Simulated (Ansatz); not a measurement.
ClH7N2Si2 (`N[SiH2][SiH](N)Cl`) from Hartree–Fock to CCSD(T)

```xyz
12

N     0.0918    1.0545    1.6582
Si   -0.6002    1.2251    0.0852
Si    0.3009   -0.5579   -1.1260
N    -0.2602   -2.0254   -0.4652
Cl    2.3722   -0.2791   -0.9458
H     1.0961    0.9830    1.7251
H    -0.2764    1.5941    2.4261
H    -2.0772    1.1185    0.2298
H    -0.3171    2.5070   -0.6308
H     0.0573   -0.5924   -2.5879
H    -0.3335   -2.1191    0.5358
H    -0.0536   -2.9083   -0.9045
```

Charge 0, multiplicity 1. Geometry: relaxed with PBE0-D4/def2-TZVP. It is one conformer, not always the lowest. Frozen core, restricted reference, Ansatz. CBS rows extrapolate triple and quadruple zeta; past MP2 they add the triple-zeta difference.

```csv
basis,HF (Eh),MP2 corr.,CCSD corr.,(T),CCSD(T) total
def2-SVP,-1150.03371,?,-0.73016,-0.01817,?
def2-TZVPP,-1150.54263,-0.86390,-0.92327,-0.03607,-1151.50197
def2-QZVPP,?,?,–,–,–
CBS(def2),?,-0.98662,-1.04599,as TZ,?
```

Problem. Fill in the withheld values. (Best estimate.)

Solution. Computed: def2-SVP MP2 corr.: -0.66779; def2-SVP CCSD(T) total: -1150.78204; def2-QZVPP HF (Eh): -1150.57934; def2-QZVPP MP2 corr.: -0.93440; CBS(def2) HF (Eh): -1150.58439; CBS(def2) CCSD(T) total: -1151.66645.
